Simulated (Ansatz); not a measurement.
Reaction (redistribution): `[Cl][GeH]([Cl])[SeH]` + `[CH3][In]([Cl])[Cl]` → `[CH3][GeH]([Cl])[Cl]` + `[Cl][In]([Cl])[SeH]`

Calculated with Ansatz (gas phase, PBE0-D4/def2-TZVP geometries, no zero-point term in ΔE). CCSD(T)/CBS adds triple-zeta CCSD(T) − MP2 to the extrapolated MP2 energy (def2 sets, frozen cores). Functionals use def2-TZVPP. Elements past krypton have def2 core potentials. For Ge, In, Se outer-core shells are correlated without core-valence functions, which leaves a few kJ/mol of doubt a bond. Scalar relativity is left out up to krypton. Each species was taken in one conformer, which may not be the lowest.

| level | ΔE (kJ/mol) |
| --- | --- |
| CAM-B3LYP-D4 | -57.4 |
| ωB97M-V | -56.4 |
| PBE-QIDH | -59.0 |
| r2SCANh | -57.6 |
| CAM-B3LYP | -57.9 |
| MP2/def2-SVP | -64.2 |
| CCSD(T)/def2-TZVPP | -57.1 |
| HF/CBS(def2) | -69.5 |

**Question.** What does CCSD(T)/CBS give? (Estimate.)

**Answer.** Ansatz gave: -59.8 kJ/mol. The listed levels differ from it by 2.4, 3.4, 0.8, 2.2, 1.9, -4.4, 2.7, -9.7 kJ/mol.

Largest T1 diagnostic among the species: 0.012.

At CCSD(T), def2-SVP lies −4.2 kJ/mol from the extrapolated value and def2-TZVPP +2.6 kJ/mol. From BLYP to BHLYP (50 % exact exchange), in def2-TZVPP and without D4, ΔE moves by −9.9 kJ/mol.
